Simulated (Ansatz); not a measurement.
Single points on HfTe₂.

```yaml
crystal:
  periodic: [false, false, false]
  atoms:
    - {symbol: Hf, position_ang: [-0.953934, -1.260559, 0.082206]}
    - {symbol: Te, position_ang: [-0.637264, 1.479385, 0.048477]}
    - {symbol: Te, position_ang: [1.591198, -0.218826, -0.130693]}
basis:
  gaussian: {orbitals: def2-TZVP, initial_orbitals: start.molden}
magnetization: {spin_polarized: true, initial_magnetization: 2}
hamiltonian: {xc: {text: "exchange = 0.90*pbe_x + 0.10*exact_x\ncorrelation = pbe_c"}}
scf: {omitted_lower_state_checks: [starts]}
output: {orbitals: {seedname: orbitals}}
```

The file start.molden holds the orbitals of an earlier run on this structure, at another level or in another basis.

```sh
$ ansatz run in.yaml --threads 4 --pin off --events-out ev --progress --plain --max-ram 3916MiB
```

Output, abridged:

```
Functional definition: unnamed
1123 factors; their error is unknown
mean field evaluation 1: about -15893.3650 eV, gradient 2.9e0 eV
mean field evaluation 2: about -15893.4012 eV, gradient 6.4e-2 eV
mean field evaluation 4: about -15893.3702 eV, gradient 8.5e-2 eV
mean field evaluation 8: about -15893.3712 eV, gradient 1.3e-2 eV
mean field evaluation 16: about -15893.3712 eV, gradient 2.7e-5 eV
mean field -15893.37117435 eV, -584.0706177434 hartree, gradient 5.0e-6 eV, S^2 2.036922; 0 other end points of the search recorded, 0 dependent functions left out
reference -15893.37120558 eV, -584.0706188912 hartree; 31, 29 occupied and 109, 111 virtual orbitals, 1123 factors
Total energy: -15893.37120558 eV, -584.0706188912 hartree
Checks for a lower state left out: starts
```

It took 9 s on 4 threads of Arm Neoverse V2 on a shared host, peak host memory 0.68 GiB.

First input, but with `hamiltonian: {xc: {text: "exchange = 0.95*pbe_x + 0.05*exact_x\ncorrelation = pbe_c"}}` (abridged; 10 s):

```
Functional definition: unnamed
mean field evaluation 16: about -15893.3958 eV, gradient 2.1e-4 eV
mean field -15893.39583118 eV, -584.0715238654 hartree, gradient 6.6e-6 eV, S^2 2.038996
Total energy: -15893.39586418 eV, -584.0715250780 hartree
Checks for a lower state left out: starts
```

As the first input, with `correlation: {method: mp2}` and without the key `hamiltonian` (abridged; 7 s):

```
Functional definition: HF
mean field evaluation 16: about -15823.5765 eV, gradient 5.3e-2 eV
mean field -15823.57659009 eV, -581.5057140804 hartree, gradient 1.6e-6 eV, S^2 2.015877
8 core orbitals not correlated: weight in the atoms' cores, before any rotation towards them, 1.000 or more for the frozen orbitals, at most 0.000 for the correlated occupied ones
second order -31.14949294 eV of doubles, -0.00000000 eV of singles
Total energy: -15854.72608303 eV, -582.6504368320 hartree
Checks for a lower state left out: starts
```

First input, but with `hamiltonian: {xc: {text: "exchange = 0.85*pbe_x + 0.15*exact_x\ncorrelation = pbe_c"}}` (abridged; 9.5 s):

```
Functional definition: unnamed
mean field evaluation 16: about -15893.3557 eV, gradient 5.3e-6 eV
mean field -15893.35565209 eV, -584.0700473111 hartree, gradient 5.3e-6 eV, S^2 2.034672
Total energy: -15893.35568157 eV, -584.0700483944 hartree
Checks for a lower state left out: starts
```

First input, but with `hamiltonian: {xc: {name: LC-wPBE}}` (abridged; 11 s):

```
Functional definition: LC-wPBE
mean field evaluation 16: about -15894.6743 eV, gradient 5.5e-6 eV
mean field -15894.67427604 eV, -584.1185058472 hartree, gradient 5.2e-6 eV, S^2 2.010438
Total energy: -15894.67427604 eV, -584.1185058474 hartree
Checks for a lower state left out: starts
```

The first input with `hamiltonian: {xc: {text: "exchange = 0.65*pbe_x + 0.35*exact_x\ncorrelation = pbe_c"}}` (abridged; 12 s):

```
Functional definition: unnamed
mean field evaluation 16: about -15893.3999 eV, gradient 3.8e-5 eV
mean field -15893.39994989 eV, -584.0716752249 hartree, gradient 5.2e-6 eV, S^2 2.018927
Total energy: -15893.39997239 eV, -584.0716760519 hartree
Checks for a lower state left out: starts
```

The first input with `hamiltonian: {xc: {name: revPBE}, dispersion: d4}` (abridged; 8.5 s):

```
Functional definition: revPBE
mean field evaluation 16: about -15897.0383 eV, gradient 5.1e-3 eV
mean field -15897.03829063 eV, -584.2053817810 hartree, gradient 9.0e-6 eV, S^2 2.053714
Total energy: -15897.28837889 eV, -584.2145723551 hartree
Checks for a lower state left out: starts
```

Geometry: B3LYP-D4/def2-TZVP.

In the def2 sets Hf, Te take a core potential; there is no spin–orbit coupling. LC-ωPBE has ω = 0.4 bohr⁻¹. Correlated methods freeze 8 core orbitals; core or outer-core shells of Hf, Te are correlated, in sets that lack core-valence functions. At PBE0-D4/def2-TZVP a broken-symmetry singlet of charge 0 lies 0.25 eV below the triplet, each at its own geometry. The structure comes from a short search, and lower isomers may exist.
